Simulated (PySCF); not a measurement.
Al(Me)(F)2 (CH3AlF2), SMILES [CH3][Al]([F])[F].

Coordinates come from a B3LYP-D3(BJ)/def2-SVP optimisation. The isomer is the one that the SMILES or the coordinates give; other isomers of the formula were not compared.

Two levels are set side by side: TDA-PBE/def2-SVPD (PySCF) and TDA-CAM-B3LYP/def2-SVPD (PySCF). Vertical, same geometry. The lowest singlet is HOMO→LUMO 95 % with PBE and HOMO→LUMO 95 % with the other functional; states are paired by order. Differences are taken from unrounded values.

| quantity | TDA-CAM-B3LYP |
|---|---|
| lowest singlet excitation (eV) | 7.68 |
| lowest triplet excitation (TDA) (eV) | 6.76 |
| first bright state (f over 0.05) (eV) | 7.68 |
| its oscillator strength | 0.23 |

Q: What does TDA-PBE give, and how far is it from TDA-CAM-B3LYP? (An estimate is asked for; the answer gives what the named calculation found.)

A: 
```csv
quantity,TDA-PBE,TDA-PBE minus TDA-CAM-B3LYP
lowest singlet excitation (eV),6.96,-0.72
lowest triplet excitation (TDA) (eV),6.15,-0.62
first bright state (f over 0.05) (eV),6.96,-0.72
its oscillator strength,0.20,-0.03
```

A lower first singlet is the usual sign of a functional without exact exchange. Differences between two approximate levels are no errors against the true value.

Rough cost on one machine, each run with all the roots and properties that it gave: TDA-CAM-B3LYP against TDA-PBE about 3 times.
